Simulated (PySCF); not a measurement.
Atom-mapped SMILES (the numbers label the heavy atoms): `[CH3:1][CH2:2][c:3]1[cH:4][n:5][n:6][c:7]([CH3:8])[n:9]1`; H(Xn) means a hydrogen on atom n.

GIAO PBE0/pcSseg-1 shifts (PySCF 2.14, gas phase, non-relativistic, equivalent atoms averaged), each against references optimised in the same way as the molecule (TMS, NH3).

On the GFN2-xTB geometry: C7 172.2, C3 168.2, C4 153.5, C2 34.2, C8 27.1, C1 19.3, N5 493.7, N6 423.4, N9 323.8, H(C4) 9.46, H(C8) 3.09, H(C2) 2.73, H(C1) 1.32 ppm.

What changes on the PBE0-D3(BJ)/def2-SVP geometry?

## Answers


```csv
atoms,δ (ppm),change
C7,172.0,-0.2
C3,165.0,-3.2
C4,153.4,-0.1
C2,30.9,-3.3
C8,26.1,-1.0
C1,14.4,-4.9
N5,498.8,+5.1
N6,430.4,+7.0
N9,323.9,+0.1
H(C4),9.08,-0.38
H(C8),2.97,-0.12
H(C2),2.50,-0.23
H(C1),1.45,+0.13
```

Bonds between heavy atoms that differ most (equivalent bonds averaged): N6–C7 1.324 → 1.337 Å, N5–N6 1.303 → 1.315 Å, C1–C2 1.531 → 1.524 Å, C4–N5 1.317 → 1.323 Å, C2–C3 1.494 → 1.500 Å. Mean change of bonds to hydrogen: C–H +0.012 Å. The two structures also differ in conformation, which adds to the changes.
